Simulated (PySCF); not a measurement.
**UHF on Cr (chromium, neutral)**

Configuration: [Ar] 3d5 4s1, high-spin 7S determinant. Calculation: PySCF 2.14, in pcseg-2 (6s4p3d2f1g, 56 functions); the non-relativistic Hamiltonian (point nucleus).

| Property | Result |
| --- | --- |
| Total energy | -1043.333543 hartree |
| One-electron energy | -1440.2248 hartree |
| Hartree (Coulomb) energy | 444.6465 hartree |
| Exchange energy | -47.7553 hartree |
| Kinetic energy | 1044.43445 hartree |
| ⟨S²⟩ | 12.0001 |
| ⟨L²⟩ | 0.000 |
| Sum of ⟨r⟩ | 20.45 bohr |
| Sum of ⟨r²⟩ | 37.17 bohr² |
| Density at the nucleus (Gaussians lack the cusp) | 9200 bohr⁻³ |
| Spin density at the nucleus | 1.93 bohr⁻³ |
| Langevin diamagnetic susceptibility | -29.4 ×10⁻⁶ cm³/mol |
| Time after the integrals | 0.31 s of wall time on 1 thread of Intel(R) Xeon(R) Platinum 8259CL CPU @ 2.50GHz (shared host) |

| shell | electrons | mean orbital energy (hartree) | rms radius, mean of both spins (bohr) |
| --- | --- | --- | --- |
| 1s α | 1 | -220.32149 | 0.0744 |
| 1s β | 1 | -220.31883 | 0.0744 |
| 2s α | 1 | -26.21632 | 0.320 |
| 2s β | 1 | -26.10879 | 0.320 |
| 2p α | 3 | -22.14866 | 0.289 |
| 2p β | 3 | -22.04355 | 0.289 |
| 3s α | 1 | -3.45008 | 0.981 |
| 3s β | 1 | -3.10534 | 0.981 |
| 3p α | 3 | -2.25426 | 1.06 |
| 3p β | 3 | -1.83651 | 1.06 |
| 3d α | 5 | -0.36994 | 1.58 |
| 4s α | 1 | -0.22269 | 3.90 |
